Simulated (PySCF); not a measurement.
**Stationary points of [MnO3]+**

Computed with PySCF, PBE, basis Mn def2-TZVP, O def2-TZVP (no relativity, density fitting).

Relaxations began from a few typed shapes. The search is not exhaustive: other isomers or separated fragments can lie lower, and high-lying points may rest on an excited occupation.

| spin | group | bonds | angles | imaginary modes (cm⁻¹) | ΔE (kJ/mol) | ΔE with ZPE (kJ/mol) |
| --- | --- | --- | --- | --- | --- | --- |
| singlet | C3v | Mn–O 1.562 Å (×3) | O–Mn–O 110.6° (×3) | none | 0.0 | 0.0 |
| singlet | D3h | Mn–O 1.559 Å (×3) | O–Mn–O 120.0° (×3) | 271i | 38.7 | – |

The lowest minimum found is the singlet C3v: Mn–O 1.562 Å (×3); O–Mn–O 110.6° (×3).

Formally Mn is in oxidation state +7, d0. A d0 centre has no lone pair, yet it is C3v rather than trigonal planar: covalent bonding through the d orbitals favours lower symmetry. The polar-tensor charge on Mn, 1.50, is far below the formal one.
